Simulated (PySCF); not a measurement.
PySCF input (PW6B95/def2-TZVPD):

```python
from pyscf import gto, scf, dft

mol = gto.M(
    atom='''
    Bi    0.01345539   -0.00795642    0.23304759
    F     0.68809885    1.27220662   -1.07573752
    F    -0.81218746   -1.19883070   -1.07347911
    ''',
    basis='def2-tzvpd',
    ecp='def2-tzvp',
    charge=1,
    spin=0,
    verbose=4,
)

mf = dft.RKS(mol, xc='pw6b95').density_fit(auxbasis='def2-universal-jkfit')
mf.grids.level = 3
mf.conv_tol = 1e-9
mf.max_cycle = 100
mf.max_memory = 1500
mf.kernel()
if not mf.converged:
    mf = mf.newton()
    mf.kernel(mf.make_rdm1())
mf.analyze()
```

Output:

```
ECP def2-tzvp not found for  F
PySCF version 2.14.0

[INPUT] verbose = 4
[INPUT] num. atoms = 3
[INPUT] num. electrons = 40
[INPUT] charge = 1
[INPUT] spin (= nelec alpha-beta = 2S) = 0
[INPUT] symmetry False subgroup None
[INPUT] Mole.unit = angstrom
[INPUT] Symbol           X                Y                Z      unit          X                Y                Z       unit  Magmom
[INPUT]  1 Bi     0.013455390000  -0.007956420000   0.233047590000 AA    0.025427001999  -0.015035454732   0.440396119090 Bohr   0.0
[INPUT]  2 F      0.688098850000   1.272206620000  -1.075737520000 AA    1.300318373128   2.404122085659  -2.032849294719 Bohr   0.0
[INPUT]  3 F     -0.812187460000  -1.198830700000  -1.073479110000 AA   -1.534811861206  -2.265461692721  -2.028581518342 Bohr   0.0

nuclear repulsion = 127.111107098013
number of shells = 46
number of NR pGTOs = 207
number of NR cGTOs = 136
basis = def2-tzvpd
ecp = def2-tzvp

******** <class 'pyscf.df.df_jk.DFRKS'> ********
method = DFRKS
initial guess = minao
damping factor = 0
level_shift factor = 0
DIIS = <class 'pyscf.scf.diis.CDIIS'>
diis_start_cycle = 1
diis_space = 8
diis_damp = 0
SCF conv_tol = 1e-09
SCF conv_tol_grad = None
SCF max_cycles = 100
direct_scf = False
XC library pyscf.dft.libxc version 7.1.2
    S. Lehtola, C. Steigemann, M. J. T. Oliveira, and M. A. L. Marques,  SoftwareX 7, 1–5 (2018)
XC functionals = pw6b95
    Y. Zhao and D. G. Truhlar,  J. Phys. Chem. A 109, 5656 (2005)
radial grids:
    Treutler-Ahlrichs [JCP 102, 346 (1995); DOI:10.1063/1.469408] (M4) radial grids

becke partition: Becke, JCP 88, 2547 (1988); DOI:10.1063/1.454033
pruning grids: <function nwchem_prune>
grids dens level: 3
symmetrized grids: False
atomic radii adjust function: <function treutler_atomic_radii_adjust>
small_rho_cutoff = 0
Set gradient conv threshold to 3.16228e-05
Initial guess from minao.
tot grids = 51968
******** <class 'pyscf.df.df.DF'> ********
auxbasis = def2-universal-jkfit
init E= -380.219000730726
  HOMO = -0.886468580485854  LUMO = -0.702174220088644  gap/eV = 5.01490
cycle= 1 E= -414.057117881244  delta_E= -33.8  |g|=  1.6  |ddm|= 12.3
  HOMO = -0.543468807964299  LUMO = -0.300772083697417  gap/eV = 6.60411
cycle= 2 E= -414.270423345486  delta_E= -0.213  |g|= 1.17  |ddm|=  4.2
  HOMO = -0.627133262337129  LUMO = -0.392909599892221  gap/eV = 6.37355
cycle= 3 E= -414.450977860275  delta_E= -0.181  |g|= 0.112  |ddm|= 1.52
[...]
macro= 45  E= -414.452699918093  delta_E= 7.95808e-13  |g|= 1.24232e-05  1 KF 2 JK
Canonicalize SCF orbitals
macro X = 46  E=-414.452699918093  |g|= 1.24232e-05  total 95 KF 314 JK
converged SCF energy = -414.452699918093
**** SCF Summaries ****
Total Energy =                        -414.452699918093288
Nuclear Repulsion Energy =             127.111107098013051
One-electron Energy =                 -895.163048734622748
Two-electron Energy =                  353.599241718516396
Two-electron Coulomb Energy =          391.812362661940995
DFT Exchange-Correlation Energy =      -38.213120943424613
HOMO-LUMO gap [eV] =                     6.561548150533191
**** MO energy ****
MO #1   energy= -25.0874521058433  occ= 2
MO #2   energy= -25.0874437273033  occ= 2
MO #3   energy= -6.3849255598846   occ= 2
MO #4   energy= -4.11366940482275  occ= 2
MO #5   energy= -4.10234703400426  occ= 2
MO #6   energy= -4.10133477448697  occ= 2
MO #7   energy= -1.48880908231267  occ= 2
MO #8   energy= -1.47521885793232  occ= 2
MO #9   energy= -1.4426959188986   occ= 2
MO #10  energy= -1.44162834973094  occ= 2
MO #11  energy= -1.43213199267472  occ= 2
MO #12  energy= -1.40150076401671  occ= 2
MO #13  energy= -1.35872976186349  occ= 2
MO #14  energy= -0.907943240202285 occ= 2
MO #15  energy= -0.700961725016108 occ= 2
MO #16  energy= -0.681023892466471 occ= 2
MO #17  energy= -0.675559856256636 occ= 2
MO #18  energy= -0.6555750289968   occ= 2
MO #19  energy= -0.649708615381299 occ= 2
MO #20  energy= -0.63562281682046  occ= 2
MO #21  energy= -0.394491049246221 occ= 0
MO #22  energy= -0.29183295796832  occ= 0
MO #23  energy= -0.277790621413102 occ= 0
MO #24  energy= -0.158420708737404 occ= 0
MO #25  energy= -0.0934853841425037 occ= 0
MO #26  energy= -0.0895732723219829 occ= 0
MO #27  energy= -0.0852951792758624 occ= 0
MO #28  energy= -0.068995504509578 occ= 0
MO #29  energy= -0.0653204328019707 occ= 0
MO #30  energy= -0.0566729958684448 occ= 0
MO #31  energy= -0.0562658346423557 occ= 0
MO #32  energy= -0.0502751042446049 occ= 0
MO #33  energy= 0.0145082651114379 occ= 0
MO #34  energy= 0.0286578111320604 occ= 0
MO #35  energy= 0.0309598846349808 occ= 0
MO #36  energy= 0.0430013925380335 occ= 0
MO #37  energy= 0.0531951379088149 occ= 0
MO #38  energy= 0.0561648715151665 occ= 0
MO #39  energy= 0.112818102850953  occ= 0
MO #40  energy= 0.129586853272804  occ= 0
MO #41  energy= 0.133563937935979  occ= 0
MO #42  energy= 0.139527874236707  occ= 0
MO #43  energy= 0.152475475917931  occ= 0
MO #44  energy= 0.177005138359195  occ= 0
MO #45  energy= 0.197531633015887  occ= 0
MO #46  energy= 0.209089058387262  occ= 0
MO #47  energy= 0.242202869704408  occ= 0
MO #48  energy= 0.275225296747196  occ= 0
MO #49  energy= 0.288106267926661  occ= 0
MO #50  energy= 0.333798069572593  occ= 0
MO #51  energy= 0.337064353325153  occ= 0
MO #52  energy= 0.399817361053081  occ= 0
MO #53  energy= 0.435966545902145  occ= 0
MO #54  energy= 0.447943706547188  occ= 0
MO #55  energy= 0.483039925912509  occ= 0
MO #56  energy= 0.491779534795834  occ= 0
MO #57  energy= 0.497171404890337  occ= 0
MO #58  energy= 0.511885522997703  occ= 0
MO #59  energy= 0.521823392484293  occ= 0
MO #60  energy= 0.524690294526181  occ= 0
MO #61  energy= 0.534839066367489  occ= 0
MO #62  energy= 0.538789474800003  occ= 0
MO #63  energy= 0.576605940812839  occ= 0
MO #64  energy= 0.60876161392379   occ= 0
MO #65  energy= 0.752443230391028  occ= 0
MO #66  energy= 0.779698308148252  occ= 0
MO #67  energy= 0.782581269533721  occ= 0
MO #68  energy= 0.799266655458815  occ= 0
MO #69  energy= 0.810503536529166  occ= 0
MO #70  energy= 0.832393245330537  occ= 0
MO #71  energy= 0.914590255333802  occ= 0
MO #72  energy= 0.916242253406708  occ= 0
MO #73  energy= 0.95326802584797   occ= 0
MO #74  energy= 0.955681545050522  occ= 0
MO #75  energy= 0.959232106197525  occ= 0
MO #76  energy= 0.98009895934048   occ= 0
MO #77  energy= 0.983067798393313  occ= 0
MO #78  energy= 1.16972364835439   occ= 0
MO #79  energy= 1.28974241510443   occ= 0
MO #80  energy= 1.79508015775337   occ= 0
MO #81  energy= 1.85556593457931   occ= 0
MO #82  energy= 1.86007889385317   occ= 0
MO #83  energy= 1.87143454577466   occ= 0
MO #84  energy= 1.90272173218918   occ= 0
MO #85  energy= 1.95073570366045   occ= 0
MO #86  energy= 1.97112469510838   occ= 0
MO #87  energy= 2.02058483248408   occ= 0
MO #88  energy= 2.07137200152338   occ= 0
MO #89  energy= 2.07153017027637   occ= 0
MO #90  energy= 2.08110396538142   occ= 0
MO #91  energy= 2.08883670009418   occ= 0
MO #92  energy= 2.15566637870316   occ= 0
MO #93  energy= 2.20909000749519   occ= 0
MO #94  energy= 2.24624575324063   occ= 0
MO #95  energy= 2.25856440805628   occ= 0
MO #96  energy= 2.55696593491079   occ= 0
MO #97  energy= 3.14097985852972   occ= 0
MO #98  energy= 3.14569612915916   occ= 0
MO #99  energy= 3.14742983133592   occ= 0
MO #100 energy= 3.18760038839135   occ= 0
MO #101 energy= 3.21823215426941   occ= 0
MO #102 energy= 3.4590503392539    occ= 0
MO #103 energy= 3.54205280248899   occ= 0
MO #104 energy= 3.94208825365945   occ= 0
MO #105 energy= 4.01048117852227   occ= 0
MO #106 energy= 6.64459895282667   occ= 0
MO #107 energy= 6.65229047360337   occ= 0
[...]
```
